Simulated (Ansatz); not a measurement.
Total energies of C$_{2}$H$_{5}$BClN, SMILES `CC(=N)BCl`.

Z-matrix (Å, degrees):
```
C
C 1 1.499
H 1 1.092 2 111.4
H 1 1.094 2 110.5 3 121.4
H 1 1.094 2 110.6 3 -121.4
N 2 1.278 1 124.7 3 -0.1
B 2 1.571 1 121.6 3 179.9
H 6 1.026 2 110.9 1 -0.0
Cl 7 1.745 2 120.4 1 0.3
H 7 1.188 2 121.4 1 -179.7
```

Charge 0, multiplicity 1. All single points use the PBE0-D4/def2-TZVP geometry. It is one conformer, not always the lowest. Basis def2-TZVPP, Ansatz.

RPA on PBE orbitals: Hartree–Fock energy of these orbitals -617.31922 Eh, correlation -1.35392 Eh (frozen core).

```tsv
functional	kind	energy without D4 (Eh)	D4 term (kJ/mol)
LDA (SPW92)	LDA	-616.14864	–
PBE	GGA	-618.70591	-20.0
revPBE	GGA	-618.97886	-64.5
BLYP	GGA	-619.03931	-44.6
r2SCAN	meta-GGA	-618.98196	-5.0
B97M-V	meta-GGA with VV10	-618.99714	–
PBE0	global hybrid, 25 % exact exchange	-618.76094	-16.9
B3LYP	global hybrid, 20 %	-619.13485	-32.2
r2SCANh	meta-GGA hybrid, 10 %	-618.97334	-5.3
r2SCAN0	meta-GGA hybrid, 25 %	-618.96147	-5.8
HSE06 (plane-wave form)	screened hybrid	-618.74388	-15.7
BHLYP	global hybrid, 50 %	-619.01610	-23.4
CAM-B3LYP	range-separated hybrid	-619.03642	-17.0
LC-ωPBE	long-range corrected hybrid	-618.87042	–
ωB97X-V	range-separated hybrid GGA with VV10	-618.99628	–
ωB97M-V	range-separated hybrid meta-GGA with VV10	-619.01655	–
B2PLYP	double hybrid	-618.83973	–
PBE-QIDH	double hybrid	-618.65278	–
```

B3LYP takes the VWN-RPA correlation (the form of Gaussian; ORCA's B3LYP/G). HSE06 is the plane-wave form, built on full-range PBE exchange. The double hybrids freeze the cores in their second-order part.

LC-ωPBE has ω = 0.4 bohr⁻¹.
